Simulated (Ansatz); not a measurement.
The inner images of a band of AlH5O2Si + H2 (11 atoms, charge 0, multiplicity 1) are given out of order.

Method: RKS PBE/def2-SVP (Ansatz 0.2.0).

Initial state:

```xyz
11
Properties=species:S:1:pos:R:3
Al 0.204 -0.242 0.354
O 0.587 -0.327 2.029
H -0.047 -0.604 2.709
H 1.379 0.147 -0.626
O -1.328 -0.731 -0.240
Si -2.789 -1.227 -0.848
H -3.304 -2.418 -0.082
H -3.803 -0.117 -0.735
H -2.664 -1.611 -2.300
H -0.636 2.077 0.422
H -0.313 1.942 1.111
```

Final state:

```xyz
11
Properties=species:S:1:pos:R:3
Al 0.067 0.493 -0.100
O 0.190 0.141 1.894
H -0.683 -0.332 1.875
H 1.312 -0.237 -0.786
O -1.434 -0.452 0.007
Si -2.714 -1.244 -0.698
H -2.994 -2.524 0.048
H -3.963 -0.400 -0.645
H -2.436 -1.585 -2.141
H -0.115 2.090 -0.106
H 0.056 0.938 2.446
```

Q: Put them in order from the first end to the last, with their energies above the first end.
A.
```xyz
11
Properties=species:S:1:pos:R:3
Al -0.008 0.324 -0.014
O 0.367 0.274 1.980
H -0.313 -0.168 2.530
H 1.281 -0.187 -0.798
O -1.484 -0.595 -0.110
Si -2.794 -1.305 -0.838
H -3.119 -2.610 -0.158
H -4.010 -0.416 -0.742
H -2.542 -1.586 -2.299
H -0.213 1.920 0.291
H 0.121 1.236 1.954
```
B.
```xyz
11
Properties=species:S:1:pos:R:3
Al 0.107 -0.223 0.351
O 0.520 -0.262 2.020
H -0.118 -0.401 2.737
H 1.275 -0.001 -0.688
O -1.485 -0.603 -0.166
Si -2.831 -1.272 -0.869
H -3.163 -2.589 -0.216
H -4.012 -0.351 -0.711
H -2.607 -1.520 -2.339
H -0.324 2.202 0.502
H -0.076 1.906 1.173
```
C.
```xyz
11
Properties=species:S:1:pos:R:3
Al 0.030 0.157 0.132
O 0.406 0.234 1.977
H -0.258 -0.117 2.603
H 1.273 -0.072 -0.823
O -1.499 -0.585 -0.144
Si -2.813 -1.311 -0.852
H -3.113 -2.618 -0.165
H -4.026 -0.424 -0.732
H -2.567 -1.586 -2.313
H -0.193 1.867 0.604
H 0.046 1.341 1.509
```
D.
```xyz
11
Properties=species:S:1:pos:R:3
Al 0.064 0.006 0.239
O 0.453 0.055 1.974
H -0.241 -0.169 2.617
H 1.251 -0.033 -0.811
O -1.510 -0.555 -0.157
Si -2.822 -1.299 -0.852
H -3.108 -2.611 -0.167
H -4.038 -0.420 -0.719
H -2.582 -1.570 -2.315
H -0.191 1.950 0.644
H 0.008 1.533 1.341
```
E.
```xyz
11
Properties=species:S:1:pos:R:3
Al 0.088 -0.144 0.309
O 0.489 -0.146 1.996
H -0.211 -0.246 2.662
H 1.253 -0.019 -0.754
O -1.512 -0.547 -0.165
Si -2.828 -1.282 -0.861
H -3.124 -2.592 -0.177
H -4.038 -0.395 -0.730
H -2.587 -1.554 -2.324
H -0.228 2.090 0.592
H -0.016 1.721 1.248
```
F.
```xyz
11
Properties=species:S:1:pos:R:3
Al 0.003 0.414 -0.069
O 0.293 0.241 1.936
H -0.460 -0.304 2.255
H 1.279 -0.245 -0.768
O -1.464 -0.555 -0.023
Si -2.754 -1.275 -0.779
H -3.090 -2.580 -0.102
H -3.981 -0.397 -0.713
H -2.474 -1.564 -2.234
H -0.206 2.013 -0.006
H 0.140 1.138 2.297
```
G.
```xyz
11
Properties=species:S:1:pos:R:3
Al 0.163 -0.251 0.370
O 0.557 -0.292 2.043
H -0.079 -0.519 2.739
H 1.336 0.059 -0.640
O -1.396 -0.701 -0.185
Si -2.809 -1.250 -0.858
H -3.234 -2.540 -0.204
H -3.907 -0.238 -0.658
H -2.643 -1.500 -2.334
H -0.495 2.155 0.415
H -0.208 1.965 1.106
```

A: G (0.00 eV), B (+0.01 eV), E (+0.08 eV), D (+0.37 eV), C (+0.73 eV), A (+0.35 eV), F (+0.22 eV).

Run time: 8.3 min on 2 threads of Intel(R) Xeon(R) Platinum 8259CL CPU @ 2.50GHz (Skylake/Cascade Lake) (shared host), peak memory 0.16 GiB.
